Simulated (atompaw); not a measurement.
**sulfur (S): PAW (atompaw) pseudisation with PBE, non-relativistic reference atom.**

Input for atompaw 4.2.0.5:

```
S 16
GGA-PBE loggrid 1500 logderivrange -3 5 201
3 3 0 0 0 0
3 0 1
3 1 5
0 0 0
c
c
v
c
v
1
1.60 1.40 1.10 1.00
y
3.85
n
y
0.7
n
custom rrkj vanderbiltortho besselshape
2 -0.5 vpsmatchnc
1.60
1.60
1.45
1.45
PWSCFOUT
UPFDX 0.0125d0 UPFXMIN -7.d0 UPFZMESH 16.d0
END
```

Command:

```bash
atompaw < S.input > S.log
```

The program printed (summary file):

```
Completed calculations for S (AE)

 Exchange-correlation type: GGA, Perdew-Burke-Ernzerhof

 Radial integration grid is logarithmic
 r0 =   4.9965115E-04 h =   7.9944185E-03   n =      1500 rmax =   8.0000000E+01

 Non-relativistic calculation

 AEatom converged in  32 iterations
   nz     =  16.00
   delta  =       9.780589439020E-17

 All Electron Orbital energies:
  n  l      occupancy      energy
  1  0      2.0000000E+00 -1.7632362E+02
  2  0      2.0000000E+00 -1.5569982E+01
  3  0      1.0000000E+00 -1.3087657E+00
  2  1      6.0000000E+00 -1.1604673E+01
  3  1      5.0000000E+00 -5.5600793E-01

 Total energy
   Total                    :     -795.08118660152354

 ---
 Completed calculations for S (SC)

 Exchange-correlation type: GGA, Perdew-Burke-Ernzerhof

 Radial integration grid is logarithmic
 r0 =   4.9965115E-04 h =   7.9944185E-03   n =      1500 rmax =   8.0000000E+01

 Non-relativistic calculation

 SCatom converged in   2 iterations
   nz     =  16.00
   delta  =       9.308515614603E-19

 Valence Electron Orbital energies:
  n  l      occupancy      energy
   3  0      1.0000000E+00 -1.3087657E+00
   3  1      5.0000000E+00 -5.5600793E-01

 Total energy
   Total                    :     -795.08118660209129
   Valence                  :      -65.05012564848391

 PAW parameters:
       lmax =            1
         rc =    1.6039202389510223
        irc =         1011
   rc_shape =    1.4000393147673784
    rc_vloc =    1.1013878112834656
    rc_core =    1.0005925075815980
   Vloc: VPS match (norm-conservation) with l= 2;e=  -5.0000E-01
   Projector type: RRKJ pseudization + Vanderbilt ortho.
   Bessel compensation charge shape zeroed at   1.4000E+00

 Number of basis functions     4
 No.   n  nodes  l      Energy         Cp coeff         Occ
  1    3    2    0   -0.1308766E+01  0.8042436E+01  0.1000000E+01
  2  999    3    0    0.3850000E+01  0.1052361E+00  0.0000000E+00
  3    3    1    1   -0.5560079E+00  0.3515703E+03  0.5000000E+01
  4  999    2    1    0.7000000E+00  0.8579503E+02  0.0000000E+00

 Eigenvalues of overlap operator (in the basis of projectors):
    1        2.08398346E-02
    2        7.44921563E-01
    3        1.47496136E+01
    4        1.46911327E+03

 Orbital leakage outside PAW augmentation regions
   orb  is_core?  %out_of_sphere
   1 0    T           0.00
   2 0    T           0.03
   3 0    F          49.85
   2 1    T           0.05
   3 1    F          65.00

 Summary of PAW energies
   Total valence energy     :    -65.05012632380964
   Smooth energy            :     23.71799827295788
   One center               :    -88.76812459676752
   Smooth kinetic           :      8.43745114618551
   Vloc energy              :     -1.98217477926051
   Smooth exch-corr         :     -7.29032154686140
   One-center xc            :    -43.36852424637824
```

Note: ghost state, extra bound levels that the all-electron valence spectrum of the same l lacks: s at -93.4 eV. A true bound ghost makes a file unfit for plane-wave use.

The run took about 0.58 s on one core of a shared server CPU.
